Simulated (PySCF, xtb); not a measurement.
C2H5FOSi2, SMILES C1O[SiH2][SiH2]C=1F.

GFN2-xTB run with xtb at its own geometry gives an orbital gap of 3.75 eV and a dipole moment of 2.56 D.

Coordinates come from a PBE0-D3(BJ)/def2-SVP optimisation. This is a generated structure with no PubChem entry under its InChIKey; it may be hypothetical.

**Question.** What does PBE0/def2-TZVP run with PySCF give? (The exact figures need the calculation; the answer reports its results.)

**Answer.** gap 6.09 eV (levels -6.72 and -0.63 eV), dipole 1.58 D.
